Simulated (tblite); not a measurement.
Compound: C5H8GeSSe.
SMILES with atom numbers: `[CH2:1]=[C:2]([CH3:3])[Ge@H:4]1[S:5][CH:6]=[CH:7][Se:8]1` (hydrogens: H9, H10 on C1; H11, H12, H13 on C3; H14 on Ge4; H15 on C6; H16 on C7)

Computed with GFN2-xTB (tblite), gas phase: L-BFGS steps from a force-field or distance-geometry start until the largest atomic force falls under 0.01 eV/Å.

Step 85: E = -629.2152 eV
```
atom  x, y, z in Å  |  force x, y, z in eV/Å
C1     -1.6992    2.1579    0.2636   -0.011   0.048   0.024
C2     -1.2573    0.9333    0.0416    0.018  -0.053  -0.071
C3     -1.6949    0.0858   -1.1056    0.020  -0.042  -0.024
Ge4     0.0994    0.1131    1.2611    0.015  -0.002   0.025
S5      0.3469   -2.0745    0.8199    0.040   0.002   0.024
C6      2.0748   -2.0623    0.5416   -0.029  -0.038  -0.019
C7      2.8941   -1.0195    0.6179   -0.027   0.039  -0.008
Se8     2.3652    0.7545    1.0563    0.022  -0.011  -0.027
H9     -1.3357    2.7560    1.0834   -0.009  -0.019   0.061
H10    -2.4412    2.6200   -0.3700    0.003   0.008  -0.024
H11    -2.0609   -0.8782   -0.7474   -0.011   0.038   0.009
H12    -2.4755    0.5753   -1.6829   -0.009   0.007  -0.008
H13    -0.8462   -0.1168   -1.7621   -0.001   0.018   0.014
H14    -0.3628    0.3276    2.7203    0.011  -0.002  -0.016
H15     2.4334   -3.0419    0.2665    0.036   0.009   0.032
H16     3.9523   -1.1215    0.4206   -0.068  -0.002   0.006
```

Step 86: E = -629.2164 eV
```
atom  x, y, z in Å  |  force x, y, z in eV/Å
C1     -1.7043    2.1584    0.2662    0.000  -0.028   0.009
C2     -1.2565    0.9358    0.0382    0.001   0.008  -0.008
C3     -1.6928    0.0866   -1.1079    0.016  -0.020  -0.021
Ge4     0.1058    0.1178    1.2597   -0.047   0.006   0.003
S5      0.3470   -2.0710    0.8186    0.000  -0.010   0.026
C6      2.0724   -2.0636    0.5410    0.018  -0.005  -0.014
C7      2.8931   -1.0214    0.6120   -0.018   0.047   0.020
Se8     2.3703    0.7549    1.0473    0.025  -0.005  -0.027
H9     -1.3439    2.7512    1.0913   -0.012  -0.011   0.040
H10    -2.4501    2.6185   -0.3654    0.021   0.007  -0.005
H11    -2.0708   -0.8711   -0.7460    0.014   0.024   0.003
H12    -2.4678    0.5762   -1.6936    0.016   0.019  -0.001
H13    -0.8379   -0.1221   -1.7544   -0.023  -0.006   0.000
H14    -0.3605    0.3293    2.7204    0.023   0.001  -0.035
H15     2.4364   -3.0424    0.2733    0.019  -0.027   0.021
H16     3.9520   -1.1281    0.4241   -0.052   0.000  -0.013
```

Problem. Estimate the geometry and energy of step 87. (The exact step hangs on the optimiser's Hessian estimate; all steps are aligned on step 86, rigid shifts and turns removed.)

Solution. E = -629.2169 eV, largest force 0.058 eV/Å
```
atom  x, y, z in Å  |  force x, y, z in eV/Å
C1     -1.7084    2.1580    0.2686    0.003  -0.026   0.013
C2     -1.2566    0.9373    0.0381    0.009   0.003   0.002
C3     -1.6887    0.0862   -1.1086    0.014  -0.002  -0.030
Ge4     0.1073    0.1208    1.2601   -0.050   0.003  -0.010
S5      0.3455   -2.0688    0.8191   -0.006  -0.013   0.025
C6      2.0703   -2.0637    0.5391    0.017   0.003  -0.004
C7      2.8913   -1.0216    0.6090   -0.014   0.039   0.021
Se8     2.3723    0.7557    1.0426    0.018  -0.006  -0.025
H9     -1.3507    2.7501    1.0962   -0.020  -0.021   0.022
H10    -2.4549    2.6164   -0.3635    0.020   0.013  -0.002
H11    -2.0753   -0.8670   -0.7434    0.023   0.024  -0.010
H12    -2.4581    0.5775   -1.7022    0.043   0.006   0.013
H13    -0.8284   -0.1293   -1.7472   -0.056  -0.006   0.013
H14    -0.3577    0.3317    2.7209    0.023   0.004  -0.030
H15     2.4351   -3.0428    0.2738    0.012  -0.028   0.018
H16     3.9496   -1.1316    0.4221   -0.037   0.007  -0.018
```

The energy changes by -0.0005 eV. The first-order estimate −F·Δx gives -0.0006 eV and the mean of the old and new forces, exact on a quadratic surface, -0.0005 eV. The step makes an angle of 80° with the force vector and moves no atom by more than 0.014 Å.

The cost below is that of the whole relaxation. The run took 2.7 s on one thread of an Arm Neoverse N1, no GPU, on a shared host.
